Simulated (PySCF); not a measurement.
# Computed records: AlFH2N

Computed with PySCF 2.14.0. Calculation on a computer-drawn molecule: vertical ionisation energy to the stated ion spin, frozen-core CCSD(T) at the basis limit and cheaper methods, single-reference cases, UHF for radicals, no spin-orbit; all values are single points at the evaluated structure, the first of each entry, which is the reference or a displaced copy of it and isn't optimised; the reference structure only sets the zero of the energies above reference; triples share is (T) over the correlation energy.

Common to all runs: charge 0; multiplicity 2; ion multiplicity 1; diffuse functions no; basis cc-pV(n+d)Z; reference is the Hartree-Fock double-zeta minimum; best is HF at quadruple zeta + MP2 correlation extrapolated from triple and quadruple zeta + CCSD(T) minus MP2 at triple zeta; basis step is the size of the change from the same recipe one zeta lower.

(1) 
```xyz
5
formula=AlFH2N ionisation_energy_best=8.41 ionisation_energy_basis_step=0.03304 energy_above_reference_best=3.133 energy_above_reference_basis_step=0.06716 total_energy_HF_triple_zeta=-397.1278 total_energy_CCSD(T)_triple_zeta=-397.6808 total_energy_best=-397.7743 T1_diagnostic_at_triple_zeta=0.01381 D1_diagnostic_at_triple_zeta=0.03473 spin_squared_at_triple_zeta=0.752 ion_T1_diagnostic_at_triple_zeta=0.01568 ion_D1_diagnostic_at_triple_zeta=0.04258 triples_share_at_triple_zeta=0.03204 basis_functions_triple_zeta=127 dipole_magnitude_HF_at_triple_zeta=2.476 dipole_magnitude_CCSD_unrelaxed_at_triple_zeta=2.363 dipole_magnitude_PBE_at_triple_zeta=2.379 dipole_magnitude_r2SCAN_at_triple_zeta=2.399 dipole_magnitude_B3LYP_at_triple_zeta=2.416 dipole_magnitude_wB97X_at_triple_zeta=2.406
N      0.2818     1.8006    -2.7274
Al    -0.3463     0.2932    -2.2115
F      0.6469    -1.0284    -2.3042
H      1.1667     1.9200    -3.1276
H     -0.2665     2.7125    -2.7727
```

Units: ionisation_energy_best, ionisation_energy_basis_step in eV; energy_above_reference_best, energy_above_reference_basis_step in kcal/mol; total_energy_HF_triple_zeta, total_energy_CCSD(T)_triple_zeta, total_energy_best in hartree; dipole_magnitude_HF_at_triple_zeta, dipole_magnitude_CCSD_unrelaxed_at_triple_zeta, dipole_magnitude_PBE_at_triple_zeta, dipole_magnitude_r2SCAN_at_triple_zeta, dipole_magnitude_B3LYP_at_triple_zeta, dipole_magnitude_wB97X_at_triple_zeta in debye.

Reference structure:
```xyz
5
AlFH2N
N      0.2622     1.8297    -2.7455
Al    -0.3614     0.2833    -2.1843
F      0.6736    -1.0099    -2.3041
H      1.1823     1.9706    -3.1229
H     -0.2410     2.6968    -2.7372
```

Drawn bonds:
```csv
atom,other atom,order
1,2,1
2,3,1
1,4,1
1,5,1
```

Triple zeta:
```csv
method,ionisation energy (eV),energy above reference (kcal/mol)
HF,8.281,3.253
PBE,8.348,3.008
r2SCAN,8.486,2.968
B3LYP,8.492,3.015
wB97X,8.284,3.008
MP2,8.253,3.194
CCSD,8.345,3.083
CCSD(T),8.326,3.091
```

(2) 
```xyz
5
formula=AlFH2N ionisation_energy_best=8.409 ionisation_energy_basis_step=0.03309 energy_above_reference_best=2.944 energy_above_reference_basis_step=0.0606 total_energy_HF_triple_zeta=-397.1279 total_energy_CCSD(T)_triple_zeta=-397.6811 total_energy_best=-397.7746 T1_diagnostic_at_triple_zeta=0.01382 D1_diagnostic_at_triple_zeta=0.03476 spin_squared_at_triple_zeta=0.752 ion_T1_diagnostic_at_triple_zeta=0.01568 ion_D1_diagnostic_at_triple_zeta=0.04258 triples_share_at_triple_zeta=0.03207 basis_functions_triple_zeta=127 dipole_magnitude_HF_at_triple_zeta=2.475 dipole_magnitude_CCSD_unrelaxed_at_triple_zeta=2.363 dipole_magnitude_PBE_at_triple_zeta=2.378 dipole_magnitude_r2SCAN_at_triple_zeta=2.397 dipole_magnitude_B3LYP_at_triple_zeta=2.415 dipole_magnitude_wB97X_at_triple_zeta=2.405
N      0.2818     1.8006    -2.7274
Al    -0.3463     0.2932    -2.2115
F      0.6469    -1.0284    -2.3042
H      1.1721     1.9207    -3.1301
H     -0.2665     2.7125    -2.7727
```

Units: ionisation_energy_best, ionisation_energy_basis_step in eV; energy_above_reference_best, energy_above_reference_basis_step in kcal/mol; total_energy_HF_triple_zeta, total_energy_CCSD(T)_triple_zeta, total_energy_best in hartree; dipole_magnitude_HF_at_triple_zeta, dipole_magnitude_CCSD_unrelaxed_at_triple_zeta, dipole_magnitude_PBE_at_triple_zeta, dipole_magnitude_r2SCAN_at_triple_zeta, dipole_magnitude_B3LYP_at_triple_zeta, dipole_magnitude_wB97X_at_triple_zeta in debye.

Reference structure:
```xyz
5
AlFH2N
N      0.2622     1.8297    -2.7455
Al    -0.3614     0.2833    -2.1843
F      0.6736    -1.0099    -2.3041
H      1.1823     1.9706    -3.1229
H     -0.2410     2.6968    -2.7372
```

Drawn bonds:
```csv
atom,other atom,order
1,2,1
2,3,1
1,4,1
1,5,1
```

Triple zeta:
```csv
method,ionisation energy (eV),energy above reference (kcal/mol)
HF,8.28,3.146
PBE,8.347,2.765
r2SCAN,8.485,2.772
B3LYP,8.491,2.819
wB97X,8.283,2.822
MP2,8.252,3.004
CCSD,8.344,2.9
CCSD(T),8.325,2.895
```
